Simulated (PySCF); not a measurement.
Computed shifts of a molecule CH6GeO3, PySCF with B3LYP/pcSseg-1, GIAO, gas phase, equivalent atoms averaged, in ppm (number of nuclei): ¹³C: 1.4 (1). ¹H: 1.52 (3), 0.95 (3). References: ¹³C against TMS (σ = 181.3 ppm); ⁷³Ge against GeH4 (σ = 1631.8 ppm); ¹⁷O against H2O (σ = 333.8 ppm); ¹H against TMS (σ = 31.68 ppm), references at their B3LYP-D3(BJ)/def2-TZVP geometries, non-relativistic. Coordinates come from a B3LYP-D3(BJ)/def2-SVP optimisation. Other conformers were not sampled.

Pick the molecule that these values belong to.
A. O[CH2][GeH]([OH])[OH]
B. C[O][GeH]([OH])[OH]
C. [CH3][Ge]([OH])([OH])[OH]

C, [CH3][Ge]([OH])([OH])[OH]
